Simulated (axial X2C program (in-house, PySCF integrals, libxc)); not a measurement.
**Spin–orbit effects along a row: molecules with H (ions), CCSD(T)**

All values come from calculations with an axial X2C code built on PySCF integrals, spin-free (one-electron X2C) or two-component (2c: spin–orbit coupling with atomic mean-field Coulomb and Gaunt terms, which also bring small scalar terms), in Dyall basis sets with cores contracted in-house; open shells are unrestricted.

Basis sets: B dyall-v3z, Be dyall-cv3z, F dyall-av3z, H dyall-v3z, Li dyall-cv3z, O dyall-av3z. Frozen shells (counts by l): LiH⁺ Li 1s, H none, 1 electrons correlated; BeH⁺ Be 1s, H none, 2 electrons correlated; BH⁺ B 1s, H none, 3 electrons correlated; OH⁺ O 1s, H none, 6 electrons correlated; HF⁺ F 1s, H none, 7 electrons correlated. Coupled cluster in natural virtuals with an MP2 remainder. Where the outer core of a metal is frozen, bonds come out longer and ionisation energies lower. Frozen cores can differ along the series, which adds to the trend.

```tsv
molecule	spin-free state	Re (Å)	ωe (cm⁻¹)	De (eV)	2c state	Re 2c (Å)	ωe 2c (cm⁻¹)	De 2c (eV)
LiH⁺	M_S = 1/2, Λ = 0	2.219	422.4	0.13	Ω = 1/2	2.219	422.4	0.13
BeH⁺	M_S = 0, Λ = 0	1.317	2199.9	3.15	Ω = 0	1.317	2199.8	3.15
BH⁺	M_S = 1/2, Λ = 0	1.207	2511.8	2.11	Ω = 1/2	1.207	2511.6	2.11
OH⁺	M_S = 1, Λ = 0	1.031	3111.1	5.04	Ω = 1	1.031	3111.2	5.04
HF⁺	M_S = 1/2, Λ = 1	1.005	3092.8	3.63	Ω = 3/2	1.005	3093.3	3.64
```

(1) Work out the shifts from the spin-free to the two-component result.

Fragments in 2c: Li+ + H, Be+ + H, B+ + H, O+ + H, F + H+. Each entry is the lowest single determinant of a limited PBE0 search at one distance. De goes to single-determinant-based atoms at the same level (for ions the charge split of lowest energy) and is withheld (n/a) where an atom does not fit its ground term or J level. Main or longest-lived isotopes. One determinant is a doubtful description, or other states lie close, for OH⁺; these need not be ground states, and all values refer to the states named. Some open-shell Ω = 0 determinants are out of reach, so the Ω given for OH⁺ need not be the lowest component. With several unpaired electrons the Ω given is that of one determinant, not necessarily of the lowest component.

## Answers

(1) 

```csv
molecule,2c state,ΔRe (Å),Δωe (cm⁻¹),ΔDe (eV)
LiH⁺,Ω = 1/2,0.000,0.0,0.00
BeH⁺,Ω = 0,0.000,-0.1,0.00
BH⁺,Ω = 1/2,0.000,-0.2,0.00
OH⁺,Ω = 1,0.000,0.1,0.00
HF⁺,Ω = 3/2,0.000,0.5,0.01
```

Shifts of one unit in the last digit are rounding.
